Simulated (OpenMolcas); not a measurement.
**5d3 along the 71-electron sequence**

* Program: OpenMolcas 26.06
* Method: CASSCF
* Basis: ANO-RCC-VTZP
* Scalar Hamiltonian: DKH2, point nucleus
* Spin-orbit coupling: RASSI with atomic mean-field integrals over the reference wave functions, term energies averaged over their components

Active space for each ion: 3 electrons in 10 orbitals (5d 6d).

Computed levels in cm-1 above 4F 3/2:

```json
{"Level": "4F 5/2", "Ta2+": "2353", "W3+": "3392", "Re4+": "4607", "Os5+": "6151", "Ir6+": "7984", "Pt7+": "9938"}
{"Level": "4F 7/2", "Ta2+": "4840", "W3+": "6766", "Re4+": "8904", "Os5+": "11454", "Ir6+": "14362", "Pt7+": "17327"}
{"Level": "4P 1/2", "Ta2+": "12269", "W3+": "14677", "Re4+": "16941", "Os5+": "19233", "Ir6+": "21896", "Pt7+": "24616"}
{"Level": "2G 7/2", "Ta2+": "14297", "W3+": "17719", "Re4+": "21097", "Os5+": "24737", "Ir6+": "29031", "Pt7+": "33517"}
{"Level": "2H 9/2", "Ta2+": "14831", "W3+": "18289", "Re4+": "21723", "Os5+": "25510", "Ir6+": "30065", "Pt7+": "34878"}
{"Level": "4P 5/2", "Ta2+": "15794", "W3+": "19469", "Re4+": "23147", "Os5+": "27094", "Ir6+": "31619", "Pt7+": "36163"}
{"Level": "2P 1/2", "Ta2+": "18967", "W3+": "23421", "Re4+": "27819", "Os5+": "32499", "Ir6+": "37912", "Pt7+": "43451"}
{"Level": "2H 11/2", "Ta2+": "20207", "W3+": "24969", "Re4+": "29647", "Os5+": "34575", "Ir6+": "40259", "Pt7+": "46046"}
{"Level": "2D 5/2(1)", "Ta2+": "22076", "W3+": "27374", "Re4+": "32543", "Os5+": "37956", "Ir6+": "44139", "Pt7+": "50396"}
{"Level": "weight of 4F in the lowest level (%)", "Ta2+": "94", "W3+": "92", "Re4+": "89", "Os5+": "86", "Ir6+": "83", "Pt7+": "80"}
```

Mixed levels, with the weight of the term that names them: Ta2+ 2H 9/2 (51 %), W3+ 2H 9/2 (55 %), Re4+ 2H 9/2 (57 %), Os5+ 4P 1/2 (75 %), Os5+ 2H 9/2 (58 %), Os5+ 2P 1/2 (75 %), Ir6+ 4P 1/2 (73 %), Ir6+ 2H 9/2 (57 %), Ir6+ 2P 1/2 (73 %), Pt7+ 4P 1/2 (71 %), Pt7+ 2H 9/2 (56 %), Pt7+ 2P 1/2 (71 %).

Measured, with the error of the calculation in %. Measured levels: W3+ from the list in J. Phys. B 45, 035001 (2012); Re4+ from the list in Brasseur, Gamrath and Quinet, At. Data Nucl. Data Tables 157, 101636 (2024); Os5+ from the list in Brasseur, Palmeri and Quinet, Atoms 13, 11 (2025).

```csv
Level,W3+,Re4+,Os5+
4F 5/2,3537 (-4.1),4853 (-5.1),6397 (-3.9)
4F 7/2,6745 (+0.3),8973 (-0.8),11444 (+0.1)
4P 1/2,11773 (+24.7),14325 (+18.3),16772 (+14.7)
2G 7/2,15261 (+16.1),19013 (+11.0),22920 (+7.9)
2H 9/2,16205 (+12.9),19967 (+8.8),24028 (+6.2)
4P 5/2,17190 (+13.3),20922 (+10.6),24828 (+9.1)
2P 1/2,18365 (+27.5),23669 (+17.5),28860 (+12.6)
2H 11/2,22223 (+12.4),27077 (+9.5),32156 (+7.5)
2D 5/2(1),22766 (+20.2),28739 (+13.2),34418 (+10.3)
```

The fine-structure level 4F 7/2 changes by a factor of 3.58 from Ta2+ to Pt7+. Its fourth root runs 8.34, 9.07, 9.71, 10.35, 10.95, 11.47, with steps per unit of Z of 0.73, 0.64, 0.63, 0.60, 0.53; equal steps would mean a (Z - σ)^4 law with constant σ.

4P 1/2 changes by a factor of 2.01 over the same range, with steps per unit of Z of +2410, +2260, +2290, +2660, +2720 cm-1.

Without dynamic correlation excited terms often stand tens of per cent too high (terms of higher spin than the ground term too low), and those without a measured partner can miss by more than the paired ones. Active for correlation alone: 6d; no level in the range computed is led by a configuration that fills it, so any true level of that kind is missing. Some levels mix across a computed gap that differs much from the measured one, so their mixing is not that of the real levels (holds for W3+). Computed and measured levels are paired by configuration, term and J; levels that our copy of the source lacks, or whose pairing is in doubt (as where it misses far off the trend of its configuration), stay unpaired and out of the deviations. Levels of configurations outside the active space are missing.

A number in round brackets counts repeated terms of one configuration in the order of the reference energies.
